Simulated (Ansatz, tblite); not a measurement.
Removing and adding an electron: Al3N3H12, a cluster cut from zinc blende AlN (hydrogen-capped). The state is a singlet with charge 0. Geometry: r2SCAN-D4/def2-SVP. Ansatz, gas phase; energy differences of separate SCF runs; the oxidised species was run as a doublet alone; the reduced species was run as a doublet alone.

```xyz
18

Al    0.813    1.814   -0.278
Al    0.809   -1.574   -0.940
Al   -1.919   -0.121    0.563
N    -0.726    1.406    0.868
N    -0.696   -1.634    0.316
N     1.735    0.095   -0.487
H     1.787    2.751    0.583
H     0.267    2.264   -1.705
H     1.795   -2.771   -0.535
H     0.224   -1.438   -2.415
H    -2.698   -0.377    1.940
H    -2.700    0.120   -0.804
H    -0.437    1.426    1.852
H    -1.334    2.231    0.787
H    -0.376   -1.977    1.228
H    -1.292   -2.400   -0.025
H     2.356   -0.063    0.315
H     2.392    0.246   -1.264
```

The xTB rows come from tblite. Correlated methods freeze 18 core orbitals. The rows differ in basis, and correlated rows in double-zeta sets carry the largest basis error. In CCSD on the charge 1 doublet the largest single amplitude is 0.16, so its Hartree–Fock determinant may place the open shell otherwise than the density functionals do. HOMO above LUMO, or a gap near zero within one spin, warns that the state may not be the lowest or that an electron is smeared out.

| level | −HOMO (eV) | vertical IE (eV) | −LUMO (eV) | vertical EA (eV) | HOMO–LUMO gap (eV) | IE − EA (eV) | remarks |
| --- | --- | --- | --- | --- | --- | --- | --- |
| GFN1-xTB | 11.07 | 13.39 | 4.32 | 2.14 | 6.75 | 11.25 | – |
| GFN2-xTB | 10.41 | 12.55 | 5.02 | 2.28 | 5.39 | 10.27 | – |
| HF/def2-SVP | – | 9.80 | – | – | – | – | – |
| LDA (SPW92)/def2-TZVPD | 6.54 | – | 1.43 | -0.03 | 5.11 | – | HOMO above zero (-1 doublet), gap within one spin near zero (-1 doublet) |
| PBE-D4/def2-TZVPD | 6.52 | – | 1.31 | -0.12 | 5.21 | – | HOMO above zero (-1 doublet) |
| PBE0-D4/def2-TZVP | 7.78 | 9.44 | 0.19 | – | 7.59 | – | – |
| PBE0-D4/def2-TZVPD | 7.78 | – | 0.61 | -0.29 | 7.17 | – | HOMO above zero (-1 doublet) |
| MP2/def2-SVP | – | 10.27 | – | – | – | – | – |
| CCSD/def2-SVP | – | 10.27 | – | – | – | – | – |
| CCSD(T)/def2-SVP | – | 10.22 | – | – | – | – | – |

Run but left out: LDA (SPW92)/def2-TZVP, PBE-D4/def2-TZVP (charge +1 doublet: an occupied level 0.05 eV above an empty one).   A HOMO above zero means that the electron is unbound at that level or that self-interaction error raises the level; the energy of removing that electron tells which. Raw xTB energy differences between charge states are shifted by several eV; the methods need an empirical correction for them. A negative affinity means that the extra electron isn't bound; its size then hangs on the basis.
